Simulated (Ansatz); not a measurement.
Geometry optimisation, RKS PBE-D4/STO-3G in Ansatz 0.2.0.

Input file:

```yaml
crystal:
  periodic: [false, false, false]
  atoms:
    - { symbol: Si, position_ang: [0.0, 0.0, 0.0] }
    - { symbol: O, position_ang: [0.0, 0.0, 1.68] }
    - { symbol: Si, position_ang: [-1.3147, -0.4067, 2.6436] }
    - { symbol: H, position_ang: [-2.239, -1.2403, 1.8804] }
    - { symbol: H, position_ang: [-0.8506, -1.1432, 3.8157] }
    - { symbol: H, position_ang: [-1.9987, 0.8095, 3.0733] }
    - { symbol: "N", position_ang: [1.7163, 0.0, -0.6061] }
    - { symbol: H, position_ang: [2.2145, -0.918, -0.7868] }
    - { symbol: H, position_ang: [2.2175, 0.918, -0.7783] }
    - { symbol: F, position_ang: [-0.7489, 1.2974, -0.5295] }
    - { symbol: F, position_ang: [-0.7489, -1.2974, -0.5295] }
basis:
  gaussian: { orbitals: STO-3G }
hamiltonian:
  xc: pbe
  dispersion: d4
relax:
  f_tol: 0.02
  max_steps: 40
output:
  orbitals: {}
```

Launched with:

```bash
$ ansatz run input.yaml --threads 1 --pin off --max-ram 2048MiB --backend cpu --events-out ev --progress --plain --runs-dir out
```

Problem. Where does it end, and by what steps?

Solution. The forces met the threshold. The force dipped under the threshold on the way, but the program's further checks kept it going. Limits of this set-up: minimal basis. After 39 steps the energy has fallen by 0.510 eV; H9 moved furthest, 1.12 Å.

```
step  energy less start (eV)  largest force component (eV/Å)  accepted
   0                  0.0000                           4.031       yes
   2                 -0.3814                           0.354       yes
   4                 -0.4385                           0.489       yes
   6                 -0.4798                           0.455       yes
   8                 -0.4964                           0.103       yes
  10                 -0.4987                           0.036       yes
  12                 -0.4989                           0.024       yes
  14                 -0.4992                           0.021       yes
  16                 -0.4993                           0.064       yes
  18                 -0.4996                           0.042       yes
  20                 -0.4998                           0.051       yes
  22                 -0.5001                           0.106       yes
  24                 -0.5008                           0.064       yes
  26                 -0.4963                           0.507        no
  28                 -0.5005                           0.276        no
  30                 -0.5027                           0.087       yes
  32                 -0.5039                           0.103       yes
  34                 -0.4841                           0.966        no
  36                 -0.5081                           0.122       yes
  38                 -0.5096                           0.051       yes
  39                 -0.5104                           0.017       yes
```

```xyz
11
Properties=species:S:1:pos:R:3
Si 0.008 -0.093 -0.042
O 0.193 -0.324 1.637
Si -1.241 -0.342 2.585
H -2.228 -1.307 2.099
H -0.825 -0.725 3.927
H -1.891 0.967 2.647
N 1.627 0.327 -0.677
H 1.956 -0.466 -1.303
H 2.307 0.275 0.138
F -1.059 1.122 -0.332
F -0.600 -1.416 -0.815
```

Run time: 2.1 min on 1 thread of Arm Neoverse V1, with other jobs on the host, peak memory 0.15 GiB.
